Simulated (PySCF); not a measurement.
Property card for `F[C@@H]1CS[C@@](F)([SiH3])C1`

C₄H₈F₂SSi.
Structure used (GFN2-xTB), in Å, numbered top down from 1:
```xyz
16
C4H8F2SSi angstrom
F     -1.9981    1.3344   -1.4378
C     -1.1673    0.3937   -0.8755
C     -1.9316   -0.4832    0.1036
S     -0.6232   -1.3514    1.0136
C      0.6144    0.0023    0.7850
F      0.8828    0.5580    2.0266
Si     2.2361   -0.7801    0.0982
C     -0.0533    1.0634   -0.0819
H     -0.7671   -0.2030   -1.7048
H     -2.5693   -1.2178   -0.3817
H     -2.5219    0.1267    0.7892
H      2.5887   -1.8710    0.9943
H      3.2261    0.2942    0.0877
H      1.9073   -1.2332   -1.2519
H      0.6677    1.5498   -0.7398
H     -0.4986    1.8261    0.5641
```

Among its groups: sulfide, C–F bond, Si–H bond and C–Si bond.

GFN2-xTB geometry:

```
Point group of the GFN2-xTB geometry                  : C1
Rotational constants A, B, C of the GFN2-xTB geometry : 2.089, 1.016, 0.904 GHz
```

From CAM-B3LYP/def2-SVPD ground state and vertical TDDFT (core frozen in the response) (PySCF):

```
Dipole moment                                                     : 1.63 D
HOMO energy                                                       : -8.37 eV
LUMO energy                                                       : 0.84 eV
HOMO–LUMO gap                                                     : 9.21 eV
Lowest singlet excitation                                         : 5.34 eV (232 nm, f = 0.001)
Strongest line among the 8 lowest singlet transitions             : S4 at 7.19 eV (172 nm, f = 0.026)
Lowest triplet excitation (Tamm–Dancoff)                          : 4.88 eV
Static isotropic polarisability                                   : 92.1 au
Electronic spatial extent ⟨r²⟩ about the centre of nuclear charge : 1380 bohr²
```

Monoisotopic mass from the formula: 154.0084 u.

The rotational constants make it an asymmetric top with κ = (2B − A − C)/(A − C) = -0.81, nearer the prolate limit (−1). With B = h/(8π²I), that is 505.379 GHz u Å² over I, the principal moments of inertia are 241.9, 497.4 and 559.2 u Å² (most abundant isotopes). S1 lies 3.87 eV below the HOMO–LUMO gap; its leading configuration is HOMO→LUMO, weight 0.73. A dipole of 1.63 D is allowed in C1, and pure rotational transitions are dipole-allowed. In wavenumbers S1 is 43100 cm⁻¹ (1 eV = 8065.54 cm⁻¹).

The structure is a single GFN2-xTB conformer in the gas phase; no vibrational or solvent corrections.

For the TDDFT job (CAM-B3LYP/def2-SVPD), on Arm Neoverse N1, one thread, shared host with 64 logical CPUs at a one-minute load of 57, this took 2.1 min of wall time (with the writing of density and orbital grids) and 1.1 GiB of memory at its peak.
